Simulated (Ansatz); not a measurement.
`[BH2][SnH2][C]#C` + `FB[Si](Cl)(Cl)Cl` → `[BH2][SnH2][BH]F` + `C#C[Si](Cl)(Cl)Cl` at 600 K and 1 bar (redistribution).

Program: Ansatz. Geometries: PBE0-D4/def2-TZVP. ΔE: electronic, gas phase. CCSD(T)/CBS is the MP2 limit (def2-TZVPP, def2-QZVPP) plus CCSD(T) − MP2 in def2-TZVPP, frozen cores. def2 core potentials past Kr. For Sn outer-core shells are correlated without core-valence functions, which leaves a few kJ/mol of doubt a bond. One conformer a species, not always the lowest.

```
            species  CCSD(T)/CBS energy (Eh)  H − E (kJ/mol)  S (J/(mol·K))
 `[BH2][SnH2][C]#C`               -317.81248           196.0          441.1
 `FB[Si](Cl)(Cl)Cl`              -1793.79550           116.9          478.7
 `[BH2][SnH2][BH]F`               -366.39319           187.2          457.0
`C#C[Si](Cl)(Cl)Cl`              -1745.22500           125.5          448.1
```

H − E and S are ideal-gas, rigid-rotor, harmonic terms from PBE0-D4/def2-TZVP, for one conformer and one mirror image of each species. 1 Eh = 2625.50 kJ/mol, R = 8.31446 J/(mol·K).

**Question.** By hand: ΔE, ΔH, ΔS and ΔG.

**Answer.** ΔE = (-366.39319) + (-1745.22500) − (-317.81248) − (-1793.79550) = -0.01021 Eh = -26.8 kJ/mol. Δ(H − E) = 187.2 + 125.5 − 196.0 − 116.9 = -0.2, so ΔH = -27.0 kJ/mol. ΔS = 457.0 + 448.1 − 441.1 − 478.7 = -14.7 J/(mol·K). ΔG = -27.0 − 600 × (-14.7)/1000 = -18.2 kJ/mol.

**Question.** By hand: the equilibrium constant, and the temperature at which ΔG would vanish if ΔH and ΔS stayed fixed.

**Answer.** log₁₀ K = −ΔG/(RT ln 10) = 1.6. ΔG = 0 at ΔH/ΔS = 1837 K, though so small a ΔS makes that figure unsure.

The number of gas molecules stays the same, so ΔS is small and ΔH decides. A doubt of 5 kJ/mol in ΔE shifts log₁₀ K by 0.4 here. Other conformers and mirror images would add mixing entropy, several J/(mol·K) or more a flexible species. Modes under 60 cm⁻¹, often nearly free rotors, make the harmonic entropy too high. These are equilibria of isolated gas molecules and say nothing of rates. Largest T1 diagnostic: 0.015 (customary marks: 0.02 for closed shells, 0.045 for open ones).
